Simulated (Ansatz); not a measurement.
Q: Name a neutral molecule of Al, C, O, Si and H with ideal-gas entropy at 298 K and 1 bar (rigid rotor, harmonic PBE0-D4/def2-TZVP) between 341 and 357 J/(mol·K) and LUMO energy (ωB97M-V/def2-TZVPP) between 0.55 and 0.85 eV (Ansatz, PBE0-D4/def2-TZVP geometry).

A: `[CH2]1[AlH][O][SiH2][SiH2]1` (355 J/(mol·K), 0.62 eV). Other molecules can fit too; these were computed, each in one conformer that needn't be the lowest.
